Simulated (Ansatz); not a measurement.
Steps of a relaxation of AlH9Si3 (`[AlH2][SiH2][SiH2][SiH3]`) with RKS PBE-D4/def2-SVP.

```sh
$ ansatz run in.yaml --threads 4 --pin off --events-out ev --progress --plain --max-ram 10444MiB
```

```yaml
crystal:
  periodic: [false, false, false]
  atoms:
    - {symbol: Al, position_ang: [-0.680000, 1.131000, -2.077700]}
    - {symbol: Si, position_ang: [0.469700, -0.723400, -1.365900]}
    - {symbol: Si, position_ang: [1.100000, -0.398900, 0.729200]}
    - {symbol: Si, position_ang: [-0.591800, -0.080600, 2.025100]}
    - {symbol: H, position_ang: [-0.211200, 2.010200, -3.362700]}
    - {symbol: H, position_ang: [-2.044000, 1.642400, -1.305500]}
    - {symbol: H, position_ang: [-0.367900, -1.903300, -1.424700]}
    - {symbol: H, position_ang: [1.688100, -0.903200, -2.231100]}
    - {symbol: H, position_ang: [1.879900, -1.562700, 1.252800]}
    - {symbol: H, position_ang: [1.996400, 0.790400, 0.834000]}
    - {symbol: H, position_ang: [-1.416100, 1.086000, 1.571300]}
    - {symbol: H, position_ang: [-1.510300, -1.270400, 1.964800]}
    - {symbol: H, position_ang: [-0.292400, 0.147800, 3.405200]}
basis:
  gaussian: {orbitals: def2-SVP}
hamiltonian: {xc: pbe, dispersion: d4}
relax: {f_tol: 0.03, max_steps: 200}
```

Positions (Å) and forces (eV/Å) along the path, 11 of 29 steps:

```xyz
13
step=1 energy=-30349.0971 eV
Al   -0.680    1.131   -2.078   -1.317    1.699   -0.574
Si    0.470   -0.723   -1.366    0.943   -0.383   -1.172
Si    1.100   -0.399    0.729    2.484   -0.273    0.154
Si   -0.592   -0.081    2.025   -2.722    0.120    0.370
H    -0.211    2.010   -3.363   -0.015   -0.140    0.209
H    -2.044    1.642   -1.306    0.411   -0.182   -0.202
H    -0.368   -1.903   -1.425   -0.637   -0.996   -0.041
H     1.688   -0.903   -2.231    0.071   -0.167   -0.037
H     1.880   -1.563    1.253    0.182   -0.213    0.076
H     1.996    0.790    0.834    0.203    0.271   -0.077
H    -1.416    1.086    1.571   -0.043    0.167   -0.117
H    -1.510   -1.270    1.965   -0.031   -0.111   -0.024
H    -0.292    0.148    3.405    0.471    0.207    1.436
13
step=5 energy=-30349.7506 eV
Al   -0.747    1.241   -2.216   -0.013    0.032   -0.003
Si    0.500   -0.730   -1.450   -0.009   -0.049    0.011
Si    1.215   -0.410    0.777   -0.026    0.004   -0.011
Si   -0.684   -0.098    2.134    0.018    0.013    0.005
H    -0.190    2.176   -3.394    0.003   -0.004    0.009
H    -2.129    1.626   -1.498    0.014   -0.019   -0.005
H    -0.402   -1.945   -1.421    0.006    0.015   -0.002
H     1.690   -1.069   -2.315   -0.005    0.004   -0.002
H     2.030   -1.577    1.274    0.000   -0.005   -0.001
H     2.079    0.823    0.853    0.008    0.019    0.013
H    -1.452    1.103    1.644    0.003   -0.003   -0.005
H    -1.584   -1.303    2.052    0.003   -0.002   -0.005
H    -0.307    0.130    3.574   -0.002   -0.005   -0.004
13
step=9 energy=-30349.7533 eV
Al   -0.751    1.232   -2.186   -0.002    0.017   -0.031
Si    0.474   -0.767   -1.449   -0.010    0.038   -0.002
Si    1.227   -0.396    0.759    0.039    0.004   -0.005
Si   -0.666   -0.078    2.116   -0.013   -0.012    0.003
H    -0.083    2.298   -3.187   -0.022   -0.039    0.048
H    -2.229    1.498   -1.616    0.033   -0.003   -0.011
H    -0.434   -1.972   -1.376   -0.008   -0.007    0.001
H     1.647   -1.124   -2.328    0.007    0.004   -0.002
H     2.047   -1.556    1.267    0.001    0.013    0.001
H     2.086    0.846    0.815   -0.019   -0.031   -0.008
H    -1.427    1.126    1.622   -0.003    0.004    0.000
H    -1.567   -1.280    2.016   -0.004    0.007    0.004
H    -0.303    0.139    3.561    0.002    0.005    0.002
13
step=13 energy=-30349.7553 eV
Al   -0.766    1.213   -2.159   -0.017    0.057    0.011
Si    0.455   -0.795   -1.458    0.007   -0.029   -0.011
Si    1.226   -0.416    0.741   -0.021   -0.001    0.011
Si   -0.654   -0.057    2.112    0.004    0.005   -0.014
H    -0.009    2.391   -2.947   -0.024   -0.040    0.018
H    -2.308    1.393   -1.751    0.024   -0.005   -0.019
H    -0.429   -2.018   -1.391    0.003    0.011   -0.007
H     1.633   -1.117   -2.345   -0.002   -0.003    0.010
H     2.058   -1.560    1.262    0.001   -0.008    0.000
H     2.075    0.830    0.766    0.021    0.018    0.005
H    -1.398    1.147    1.589    0.000   -0.006    0.001
H    -1.580   -1.243    2.048    0.003    0.002    0.002
H    -0.283    0.197    3.549    0.002   -0.001   -0.009
13
step=14 energy=-30349.7546 eV rejected
Al   -0.776    1.211   -2.123   -0.056    0.094   -0.088
Si    0.452   -0.808   -1.464    0.001   -0.019    0.009
Si    1.228   -0.428    0.732   -0.022   -0.019    0.015
Si   -0.646   -0.040    2.104    0.009    0.005   -0.004
H     0.011    2.446   -2.804   -0.076   -0.105    0.081
H    -2.360    1.325   -1.843    0.122    0.003   -0.009
H    -0.423   -2.039   -1.404    0.006    0.021   -0.006
H     1.634   -1.117   -2.353   -0.016    0.013    0.010
H     2.049   -1.578    1.256    0.005   -0.008    0.012
H     2.087    0.811    0.751    0.023    0.020    0.002
H    -1.386    1.160    1.561    0.002   -0.010    0.000
H    -1.581   -1.220    2.068    0.006    0.006   -0.002
H    -0.268    0.243    3.535   -0.003   -0.002   -0.019
13
step=15 energy=-30349.7561 eV
Al   -0.776    1.209   -2.142   -0.001    0.059   -0.016
Si    0.455   -0.800   -1.459   -0.005   -0.012   -0.008
Si    1.231   -0.422    0.738   -0.019   -0.011    0.011
Si   -0.650   -0.047    2.104    0.006    0.005    0.001
H    -0.006    2.414   -2.875   -0.026   -0.038    0.023
H    -2.335    1.363   -1.793    0.029   -0.013   -0.008
H    -0.429   -2.024   -1.401    0.011    0.004    0.005
H     1.636   -1.116   -2.346   -0.009    0.005    0.002
H     2.051   -1.572    1.263    0.001   -0.006    0.003
H     2.090    0.818    0.764    0.010    0.009   -0.003
H    -1.395    1.152    1.570    0.002   -0.005   -0.001
H    -1.577   -1.232    2.055    0.004    0.002   -0.001
H    -0.276    0.223    3.537   -0.004    0.001   -0.008
13
step=16 energy=-30349.7565 eV
Al   -0.784    1.211   -2.120   -0.040    0.038   -0.042
Si    0.453   -0.804   -1.460    0.003    0.001    0.004
Si    1.235   -0.433    0.737    0.005   -0.007   -0.004
Si   -0.645   -0.034    2.095    0.010    0.007    0.013
H    -0.004    2.452   -2.785   -0.042   -0.056    0.046
H    -2.366    1.313   -1.846    0.077    0.005   -0.007
H    -0.420   -2.036   -1.404    0.003    0.010   -0.004
H     1.633   -1.106   -2.354   -0.007    0.004    0.003
H     2.040   -1.593    1.266   -0.002    0.000    0.003
H     2.112    0.795    0.756   -0.005   -0.003    0.004
H    -1.388    1.159    1.540    0.004   -0.006   -0.001
H    -1.575   -1.217    2.065    0.004    0.005   -0.002
H    -0.271    0.260    3.524   -0.010    0.001   -0.012
13
step=17 energy=-30349.7569 eV
Al   -0.790    1.206   -2.120   -0.033    0.057   -0.010
Si    0.453   -0.806   -1.461    0.001    0.000   -0.006
Si    1.237   -0.438    0.735    0.001    0.005    0.014
Si   -0.641   -0.029    2.093    0.000   -0.002    0.007
H    -0.006    2.459   -2.757   -0.042   -0.058    0.032
H    -2.373    1.305   -1.854    0.075   -0.004   -0.016
H    -0.420   -2.038   -1.410    0.007    0.004    0.002
H     1.633   -1.104   -2.355   -0.006    0.003    0.000
H     2.038   -1.599    1.268   -0.002    0.000   -0.002
H     2.116    0.790    0.759    0.000   -0.008   -0.007
H    -1.383    1.160    1.529    0.003   -0.004   -0.001
H    -1.570   -1.213    2.065    0.000    0.006    0.001
H    -0.274    0.273    3.522   -0.003    0.000   -0.014
13
step=24 energy=-30349.8004 eV
Al   -0.945    1.113   -1.661    0.103    0.062   -0.095
Si    0.517   -0.876   -1.491   -0.120    0.043    0.046
Si    1.332   -0.594    0.702    0.054   -0.046    0.165
Si   -0.583    0.144    1.861   -0.007   -0.060   -0.070
H    -0.229    2.552   -1.748   -0.044   -0.055    0.089
H    -2.529    0.995   -1.878    0.008   -0.026    0.082
H    -0.269   -2.165   -1.530    0.053   -0.005    0.015
H     1.661   -0.976   -2.475   -0.053    0.036    0.034
H     1.945   -1.800    1.370    0.004    0.032   -0.021
H     2.315    0.549    0.758    0.024   -0.020   -0.048
H    -1.175    1.213    0.937   -0.020    0.004   -0.040
H    -1.614   -0.953    1.940   -0.006    0.052    0.002
H    -0.406    0.761    3.231    0.006   -0.017   -0.159
13
step=27 energy=-30349.8959 eV
Al   -0.977    1.084   -1.370    0.036    0.044    0.027
Si    0.519   -0.895   -1.479   -0.041    0.019   -0.043
Si    1.419   -0.663    0.684   -0.016    0.040    0.120
Si   -0.561    0.163    1.662   -0.070    0.097    0.059
H    -0.253    2.521   -1.342   -0.024   -0.052   -0.053
H    -2.561    0.939   -1.590    0.037    0.004   -0.019
H    -0.210   -2.217   -1.520    0.025   -0.001    0.007
H     1.608   -0.914   -2.525   -0.021   -0.004    0.028
H     1.954   -1.831    1.474    0.000    0.015   -0.060
H     2.403    0.478    0.748    0.011   -0.025   -0.015
H    -1.119    1.153    0.602    0.000   -0.023    0.044
H    -1.652   -0.869    1.757    0.030   -0.002    0.014
H    -0.550    1.016    2.913    0.033   -0.111   -0.109
13
step=29 energy=-30349.9019 eV
Al   -0.972    1.094   -1.384   -0.006    0.006   -0.021
Si    0.510   -0.889   -1.469    0.001    0.004   -0.007
Si    1.408   -0.648    0.695    0.008    0.001   -0.002
Si   -0.572    0.163    1.673    0.016   -0.012    0.015
H    -0.244    2.526   -1.402   -0.007   -0.019    0.005
H    -2.553    0.954   -1.612    0.011    0.007    0.004
H    -0.208   -2.216   -1.501    0.001   -0.001    0.004
H     1.604   -0.914   -2.507   -0.002    0.002   -0.003
H     1.958   -1.833    1.445   -0.007    0.004    0.005
H     2.403    0.483    0.749    0.002   -0.002    0.000
H    -1.136    1.151    0.618   -0.004    0.003    0.018
H    -1.644   -0.887    1.775   -0.003    0.003   -0.005
H    -0.534    0.981    2.935   -0.010    0.005   -0.011
```

Hardware: 4 threads of an Arm Neoverse V1 on a shared host. Wall time 42 s, peak host memory 0.17 GiB.
